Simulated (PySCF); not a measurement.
C4H8Au2S2, SMILES [Au][S]CCCC[S][Au], multiplicity 1. Heavy atoms are numbered as in [Au:1][S:2][CH2:3][CH2:4][CH2:5][CH2:6][S:7][Au:8]. Hydrogens are named by the atom that carries them.

Geometry optimised at PBE-D3(BJ)/def2-SVP. The spin state was assumed, not searched. The def2 effective core potentials stand for the cores of Au; spin–orbit coupling is left out. The values are those of a single conformer.

All values below come from PBE/def2-SVP (PySCF).

ESP charges are fitted to the potential on shells at 1.4 to 2.0 van der Waals radii. Atomic charges (e), one atom of each kind:

```tsv
atom	Löwdin	ESP fit	Mulliken
Au1	-0.21	0.19	0.02
S2	0.27	-0.31	-0.11
C3 (CH2)	-0.13	-0.36	-0.09
C4 (CH2)	-0.06	0.07	-0.04
H on C3	0.03	0.12	0.07
H on C4	0.03	0.09	0.04
```
